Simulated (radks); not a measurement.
Values are calculated unless marked as measured or tabulated.
Species: Ge III. Configuration: [Ar] 3d9 4s2 4p1 (not the ground configuration). Code: a radial shooting solver on a logarithmic mesh with Libxc functionals. Model: Dirac Kohn-Sham, PBE, spin-unpolarised, spherical densities, finite nucleus; open shells fill j = l - 1/2 first; Fermi nuclear charge, rms radius 4.0742 fm.

Spin-orbit splittings of the eigenvalues, e(l+1/2) - e(l-1/2), with zeta = 2 splitting/(2l+1) and mean radii in bohr:

2p: occ. 6; splitting (eV) 31.86; zeta (eV) 21.24; <r> j=l-1/2 0.1812; <r> j=l+1/2 0.1848
3p: occ. 6; splitting (eV) 4.372; zeta (eV) 2.915; <r> j=l-1/2 0.6326; <r> j=l+1/2 0.6428
3d: occ. 9; splitting (eV) 0.6266; zeta (eV) 0.2507; <r> j=l-1/2 0.6971; <r> j=l+1/2 0.7014
4p: occ. 1; splitting (eV) 0.3650; zeta (eV) 0.2433; <r> j=l-1/2 2.170; <r> j=l+1/2 2.198
4d: occ. 0; splitting (eV) 0.02630; zeta (eV) 0.01052; <r> j=l-1/2 3.424; <r> j=l+1/2 3.434
